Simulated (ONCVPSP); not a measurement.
Before and after: ONCV potential for Ni

| Item | Value |
| --- | --- |
| Element | nickel (Ni) |
| Generator | ONCVPSP 4.0.1 |
| Type | optimised norm-conserving Vanderbilt (ONCV) |
| Functional | BLYP |
| Relativity | fully relativistic |
| Frozen core | [Ar] |
| Valence charge | 10 |
| Reference configuration | 3d8 4s1.5 (charge +0.5) |
| Partial waves | 4s: rc 1.75 bohr, ncon 4, nbas 7, qcut 4.5 1/bohr, 3 projectors, debl 0.3 Ha; p scattering state at 0.08 Ha: rc 1.60 bohr, ncon 3, nbas 6, qcut 4.6 1/bohr, 1 projector; 3d: rc 1.60 bohr, ncon 4, nbas 9, qcut 10.3 1/bohr, 2 projectors, debl 2.9 Ha |
| Local potential | polynomial inside 1.10 bohr (lpopt 5, dvloc0 0 Ha) |
| Core correction | Teter function, fcfact 3.75, rcfact 1.7 |

Open shells are filled in proportion to 2j + 1.

In the s channel the program set the typed energies aside and used -0.342, 0.250, 0.550 Ha.

All-electron outer shells of the reference configuration (BLYP, scalar-relativistic, ld1.x):

```json
{"shell": "3p", "level (eV)": "-75.57", "outermost node (bohr)": "0.27", "outermost maximum (bohr)": "0.65"}
{"shell": "3d", "level (eV)": "-13.13", "outermost node (bohr)": "–", "outermost maximum (bohr)": "0.63"}
{"shell": "4s", "level (eV)": "-9.30", "outermost node (bohr)": "0.92", "outermost maximum (bohr)": "2.18"}
```

Change: local potential polynomial inside 1.10 bohr (lpopt 5, dvloc0 6 Ha).

Cutoffs: the cutoffs (Ha) at which the residual kinetic energy of the hardest occupied pseudo-wave falls to 1 and 0.1 mHa per electron; they do not see the model core or the augmentation charge, which bear on the density cutoff. Errors are all-electron minus pseudo energies relative to the spin-unpolarised reference configuration.

Question: Predict the effect on cutoff, ghosts and configuration errors.

Answer: The potential gets neither clearly harder nor softer (41 Ha and 46 Ha → 41 Ha and 46 Ha); both files keep a bound ghost (s); the lowest positive-energy flag moves from p3/2 at 17.8 eV to none; the errors of the 4 common tests hardly move.

| quantity | base | changed |
| --- | --- | --- |
| cutoff, loose | 41 Ha | 41 Ha |
| cutoff, tight | 46 Ha | 46 Ha |
| bound ghosts | s | s |
| GHOST(+) flags under 300 eV | p3/2 at 17.8 eV, p1/2 at 18.8 eV, s at 162.9 eV | none |
| error for 3d8 4s2, meV [ΔE -3.71 eV] | -1.0 | -1.0 |
| error for 3d8 4s1, meV [ΔE 5.64 eV] | -1.8 | -1.8 |
| error for 3d8 4s0, meV [ΔE 23.18 eV] | -28 | -28 |
| error for 3d7 4s2, meV [ΔE 12.31 eV] | -105 | -106 |
| s: phases at 1.78 bohr within 0.05 rad from the reference energy up to (Ha; the scan ends near 5) | 4.7 | to the end of the scan |
| p3/2: phases at 1.63 bohr within 0.05 rad from the reference energy up to (Ha; the scan ends near 5) | 0.3 | 0.4 |
| p1/2: phases at 1.63 bohr within 0.05 rad from the reference energy up to (Ha; the scan ends near 5) | 0.3 | 0.5 |
| d5/2: phases at 1.63 bohr within 0.05 rad from the reference energy up to (Ha; the scan ends near 5) | to the end of the scan | to the end of the scan |
| d3/2: phases at 1.63 bohr within 0.05 rad from the reference energy up to (Ha; the scan ends near 5) | to the end of the scan | to the end of the scan |
| rms error of d²Exc/dni dnj with the model core, mHa | 2.33 | 2.33 |

 A true bound ghost makes a file unfit for plane-wave use even where its test errors are small: the radial tests pick states by their node count and pass the ghost by.
